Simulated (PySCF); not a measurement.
## Two-component Hartree-Fock for Pd⁻ (palladium, charge -1)

Start: [Kr] 4d10 5s1; 5s1/2 filled at m_j = +1/2. Calculated with PySCF 2.14 in x2c-TZVPall-2c with one added diffuse shell each of s, p, d type (9s10p8d1f, 86 functions): generalised Hartree-Fock with the X2C-1e Hamiltonian and a Gaussian nucleus; one run each with spin-orbit coupling (SO) switched off, then screened by Boettger's factors.

```tsv
spinor shell	electrons	ε, spin-free (eV)	ε, screened SO (eV)	weight of nominal j (screened SO)	rms radius, screened SO (bohr)
1s1/2	2	-24470.2	-24468.5	1.000	0.0365
2s1/2	2	-3652.0	-3651.5	1.000	0.150
2p1/2	2	-3266.7	-3377.0	1.000	0.130
2p3/2	4	-3266.7	-3215.7	1.000	0.135
3s1/2	2	-689.93	-689.82	1.000	0.403
3p1/2	2	-560.08	-580.02	1.000	0.399
3p3/2	4	-560.08	-550.84	1.000	0.410
3d3/2	4	-354.27	-357.66	1.000	0.387
3d5/2	6	-354.27	-351.92	1.000	0.390
4s1/2	2	-99.660	-99.651	1.000	1.02
4p1/2	2	-60.472	-63.749	1.000	1.11
4p3/2	4	-60.472	-58.966	1.000	1.14
4d3/2	4	-4.025	-4.387	0.998	1.73
4d5/2	6	-4.025	-3.791	0.999	1.79
5s1/2	1	0.268	0.266	1.000	6.73
```

```json
{"quantity": "E (hartree)", "spin-free": "-5042.31217", "screened SO": "-5043.16721"}
{"quantity": "M_J", "spin-free": "1/2", "screened SO": "1/2"}
{"quantity": "⟨J²⟩", "spin-free": "0.752", "screened SO": "0.752"}
{"quantity": "⟨L²⟩", "spin-free": "0.000", "screened SO": "0.016"}
{"quantity": "⟨S²⟩", "spin-free": "0.752", "screened SO": "0.767"}
```

At GHF the highest occupied level has a positive energy, so only the finite basis holds that electron.

Breit and QED terms are absent; they matter most for the inner s and p1/2 levels.

Densities and radii are taken from the X2C orbitals without a picture-change correction, which distorts them close to the nucleus.

Without spin-orbit coupling the j labels of p, d and f shells carry no meaning; the spin-free column gives the mean over the occupied spinors of each nl shell.
